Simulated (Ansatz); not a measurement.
Reaction (substitution at a C–S bond): `O[SiH2]SC[SiH3]` + `OBF` → `FBOC[SiH3]` + `O[SiH2]S`

Computed with Ansatz on PBE0-D4/def2-TZVP structures; ΔE is electronic, products minus reactants. CBS: MP2 limit from def2 TZ/QZ plus the TZ coupled-cluster correction, frozen cores. This one scheme is used for every species. DFT in def2-TZVPP. B3LYP here is the variant with VWN-RPA as its local correlation; programs differ in this. Each species was taken in one conformer, which may not be the lowest.

Is it downhill or uphill in electronic energy at CCSD(T)/CBS, and by how much? (Best estimate.)

Ansatz gave: Uphill: ΔE = +11.7 kcal/mol.

What do these levels give: PBE-D4, r2SCAN-D4, B3LYP-D4, ωB97X-V, ωB97M-V, B2PLYP, B3LYP, HF/def2-QZVPP, MP2/def2-QZVPP, SCS-MP2/def2-QZVPP, HF/CBS(def2), MP2/CBS(def2)? (Best estimate.)

Ansatz gave: PBE-D4 11.1, r2SCAN-D4 10.5, B3LYP-D4 9.9, ωB97X-V 9.7, ωB97M-V 10.6, B2PLYP 9.4, B3LYP 7.6, HF/def2-QZVPP 6.8, MP2/def2-QZVPP 13.5, SCS-MP2/def2-QZVPP 11.7, HF/CBS(def2) 6.8, MP2/CBS(def2) 14.0 kcal/mol.

Largest T1 diagnostic among the species: 0.013.

In def2-TZVPP, CCSD(T) changes the Hartree–Fock value by +3.7 kcal/mol (the triples alone add +0.7 kcal/mol) and MP2 by +6.0 kcal/mol. The D4 term adds +2.3 kcal/mol with B3LYP and +1.2 kcal/mol with PBE0; it sums over pairs of atoms, weighted by their polarisabilities, and B3LYP, whose exchange is more repulsive, gets the larger term.
